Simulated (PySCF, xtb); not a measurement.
Al(Me)2(SiH3) (C2H9AlSi), SMILES [Al]([CH3])([CH3])[SiH3].

GFN2-xTB (xtb) at its own geometry gives an orbital gap of 3.60 eV and a dipole moment of 1.47 D.

Coordinates come from a ωB97X-D3(BJ)/def2-SVP optimisation. The structure was generated by enumeration; whether it is a known compound was not checked.

Problem. What does PBE/def2-TZVP in PySCF give? (An estimate is asked for; the answer gives what the named calculation found.)

Solution. gap 3.95 eV (levels -6.05 and -2.10 eV), dipole 1.33 D.
